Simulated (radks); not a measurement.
The numbers below are computed, except where a source is named.
Q: All-electron atom: Cl in [Ne] 3s2 3p4 6s1 (not the ground configuration). Code: a radial shooting solver on a logarithmic mesh with Libxc functionals. Model: non-relativistic Kohn-Sham, PBE, spin-unpolarised, spherical densities, point nucleus. Some entries of the table are withheld. Estimate them.

orbital  occ.  eigenvalue (eV)  r(max) (bohr)  <r^2> (bohr^2)
1s          2        -2751.955        0.05991             (1)
2s          2        -262.1764            (2)          0.2365
2p          6        -202.8018         0.3023          0.2067
3s          2         -30.3051            (3)           2.584
3p          4         -17.8310            (4)           3.447
6s          1              (5)          22.32           492.5

A: 
(1) 1s <r^2> (bohr^2): 0.01123
(2) 2s r(max) (bohr): 0.3636
(3) 3s r(max) (bohr): 1.273
(4) 3p r(max) (bohr): 1.391
(5) 6s eigenvalue (eV): -0.6615
